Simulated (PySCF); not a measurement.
C₃H₇NOSi. Atoms are numbered in the order given.

```xyz
13

C     -1.9272     0.0345     0.5612
C     -0.8262     0.1964    -0.5073
C     -0.1161     1.4634    -0.3812
N      0.5204     2.4211    -0.2213
Si     0.5220    -1.1638    -0.3620
O      1.3849    -0.9103     1.0375
H     -1.4912     0.0380     1.5715
H     -2.6669     0.8471     0.5033
H     -2.4518    -0.9221     0.4196
H     -1.2606     0.1417    -1.5214
H     -0.1396    -2.4850    -0.2267
H      1.3685    -1.1031    -1.5867
H      1.8281    -0.0554     1.1222
```
Charge 0, spin multiplicity 1.

Coordinates come from a B3LYP-D3(BJ)/def2-SVP optimisation. The structure was generated by enumeration; whether it is a known compound was not checked. Other conformers were not sampled.

Computed with B3LYP/pcSseg-1 (PySCF).

GIAO shieldings, no solvent; atoms listed in one row are averaged. δ = σ(ref) − σ: ¹³C against TMS (σ = 181.3 ppm); ¹⁵N against NH3 (σ = 265.5 ppm); ²⁹Si against TMS (σ = 338.7 ppm); ¹⁷O against H2O (σ = 333.8 ppm); ¹H against TMS (σ = 31.68 ppm), references at their B3LYP-D3(BJ)/def2-TZVP geometries, non-relativistic.

Task: Estimate the chemical shifts. (The exact figures need the calculation; the answer reports its results.)

Result: 
```json
[
 {"nucleus": "¹³C", "atoms": "C3", "count": "1", "δ (ppm)": "127.5"},
 {"nucleus": "¹³C", "atoms": "C2", "count": "1", "δ (ppm)": "17.6"},
 {"nucleus": "¹³C", "atoms": "C1", "count": "1", "δ (ppm)": "17.4"},
 {"nucleus": "¹⁵N", "atoms": "N4", "count": "1", "δ (ppm)": "307.9"},
 {"nucleus": "²⁹Si", "atoms": "Si5", "count": "1", "δ (ppm)": "-15.1"},
 {"nucleus": "¹⁷O", "atoms": "O6", "count": "1", "δ (ppm)": "15.2"},
 {"nucleus": "¹H", "atoms": "H12", "count": "1", "δ (ppm)": "5.26"},
 {"nucleus": "¹H", "atoms": "H11", "count": "1", "δ (ppm)": "4.80"},
 {"nucleus": "¹H", "atoms": "H13", "count": "1", "δ (ppm)": "2.02"},
 {"nucleus": "¹H", "atoms": "H7, H8, H9", "count": "3", "δ (ppm)": "1.73"},
 {"nucleus": "¹H", "atoms": "H10", "count": "1", "δ (ppm)": "1.69"}
]
```
